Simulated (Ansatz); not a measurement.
Reaction (redistribution): `[SiH3]B(Cl)[SeH]` + `CB[SiH2]O` → `CBB([SiH3])Cl` + `O[SiH2][SeH]`

Isolated molecules relaxed with PBE0-D4/def2-TZVP in Ansatz; ΔE leaves out vibrations. CBS: MP2 limit from def2 TZ/QZ plus the TZ coupled-cluster correction, frozen cores. DFT in def2-TZVPP. B3LYP here is the variant with VWN-RPA as its local correlation; programs differ in this. For Se outer-core shells are correlated without core-valence functions, which leaves a few kJ/mol of doubt a bond. Scalar relativity is left out up to krypton. One conformer a species, not always the lowest.

```
             level  ΔE (kJ/mol)  difference from CCSD(T)/CBS
         r2SCAN-D4         -5.9                         -2.3
           PBE0-D4         -5.1                         -1.5
          B3LYP-D4         -6.8                         -3.2
           ωB97M-V         -8.8                         -5.2
            r2SCAN         -5.9                         -2.3
              PBE0         -5.9                         -2.3
             B3LYP         -8.8                         -5.2
     HF/def2-TZVPP        -17.6                        -14.0
    MP2/def2-TZVPP          0.3                          3.9
SCS-MP2/def2-TZVPP         -1.2                          2.4
   CCSD/def2-TZVPP         -3.2                          0.4
CCSD(T)/def2-TZVPP         -0.2                          3.4
    MP2/def2-QZVPP         -2.0                          1.6
SCS-MP2/def2-QZVPP         -3.5                          0.1
     MP2/CBS(def2)         -3.2                          0.4
    CCSD/CBS(def2)         -6.7                         -3.1
       CCSD(T)/CBS         -3.6                            0
```

Largest T1 diagnostic among the species: 0.013.

In def2-TZVPP, CCSD(T) changes the Hartree–Fock value by +17.5 kJ/mol (the triples alone add +3.0 kJ/mol) and MP2 by +18.0 kJ/mol.
